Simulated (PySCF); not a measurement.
C7H15P.
Numbering: `[CH2:1]=[CH:2][PH:3][C:4]([CH3:5])([CH3:6])[CH2:7][CH3:8]` (hydrogens: H9, H10 on C1; H11 on C2; H12 on P3; H13, H14, H15 on C5; H16, H17, H18 on C6; H19, H20 on C7; H21, H22, H23 on C8)

The same species was optimised twice, with GFN2-xTB and with PBE0-D3(BJ)/def2-SVP (PySCF), and the same property calculations (PySCF, gas phase) were run on both structures.

```tsv
coordinate	GFN2-xTB	PBE0-D3(BJ)/def2-SVP	change
C1=C2 (Å)	1.325	1.337	+0.012
C2–P3 (Å)	1.813	1.820	+0.007
C4–C7 (Å)	1.536	1.542	+0.006
P3–C4 (Å)	1.898	1.895	-0.003
C7–C8 (Å)	1.525	1.523	-0.002
C4–C6 (Å)	1.529	1.530	+0.001
C4–C5 (Å)	1.526	1.525	-0.001
C1–C2–P3 (°)	124.6	126.6	+2.0
C2–P3–C4 (°)	101.0	102.9	+1.9
P3–C4–C5 (°)	111.1	112.0	+0.9
C4–C7–C8 (°)	115.2	115.7	+0.5
P3–C4–C6 (°)	105.6	105.2	-0.4
C5–C4–C7 (°)	112.0	111.6	-0.4
C6–C4–C7 (°)	111.4	111.1	-0.3
C5–C4–C6 (°)	110.1	110.3	+0.2
C1–C2–P3–C4 (°)	-115	-111	+4
C2–P3–C4–C5 (°)	45	51	+6
P3–C4–C7–C8 (°)	-174	-175	-1
```

Rotational constants: A = 2659, B = 1039, C = 966.4 MHz (GFN2-xTB) against A = 2565, B = 1041, C = 957.2 MHz (PBE0-D3(BJ)/def2-SVP). Point groups within 0.08 Å: C1 and C1.

On the GFN2-xTB structure: HOMO (eV) -6.51 [PBE0/pcSseg-1]; LUMO (eV) -0.17 [PBE0/pcSseg-1]; dipole (D) 1.36 [PBE0/pcSseg-1]; GIAO shielding of C1 (ppm) 55.1 [PBE0/pcSseg-1]; GIAO shielding of C2 (ppm) 42.7 [PBE0/pcSseg-1]; GIAO shielding of P3 (ppm) 321.5 [PBE0/pcSseg-1]; GIAO shielding of C4 (ppm) 151.5 [PBE0/pcSseg-1]; GIAO shielding of C5/C6 (mean) (ppm) 158.2 [PBE0/pcSseg-1]; GIAO shielding of C7 (ppm) 151.1 [PBE0/pcSseg-1]; GIAO shielding of C8 (ppm) 177.3 [PBE0/pcSseg-1].

Task: What do these properties become on the PBE0-D3(BJ)/def2-SVP structure?

Result: 
| property | level | on GFN2-xTB | on PBE0-D3(BJ)/def2-SVP | change |
| --- | --- | --- | --- | --- |
| HOMO (eV) | PBE0/pcSseg-1 | -6.51 | -6.49 | +0.02 |
| LUMO (eV) | PBE0/pcSseg-1 | -0.17 | -0.28 | -0.11 |
| dipole (D) | PBE0/pcSseg-1 | 1.36 | 1.37 | +0.01 |
| energy, GFN2-xTB geometry as zero (kcal/mol) | PBE0/pcSseg-1 | 0.0 | -1.2 | -1.2 |
| GIAO shielding of C1 (ppm) | PBE0/pcSseg-1 | 55.1 | 50.5 | -4.6 |
| GIAO shielding of C2 (ppm) | PBE0/pcSseg-1 | 42.7 | 40.9 | -1.8 |
| GIAO shielding of P3 (ppm) | PBE0/pcSseg-1 | 321.5 | 318.4 | -3.1 |
| GIAO shielding of C4 (ppm) | PBE0/pcSseg-1 | 151.5 | 150.4 | -1.1 |
| GIAO shielding of C5/C6 (mean) (ppm) | PBE0/pcSseg-1 | 158.2 | 157.2 | -1.0 |
| GIAO shielding of C7 (ppm) | PBE0/pcSseg-1 | 151.1 | 151.0 | -0.1 |
| GIAO shielding of C8 (ppm) | PBE0/pcSseg-1 | 177.3 | 175.6 | -1.7 |

The heavy atoms differ by 0.069 Å rms after alignment. Among bonds between heavy atoms C1=C2 changes most (+0.012 Å). Changes are differences of the printed values. Neither structure is proved a minimum here.

Conformer computed: `[CH2:1]=[CH:2][PH:3][C:4]([CH3:5])([CH3:6])[CH2:7][CH3:8]`: C1–C2–P3–C4 -111°, C2–P3–C4–C5 51°, P3–C4–C7–C8 -175°.
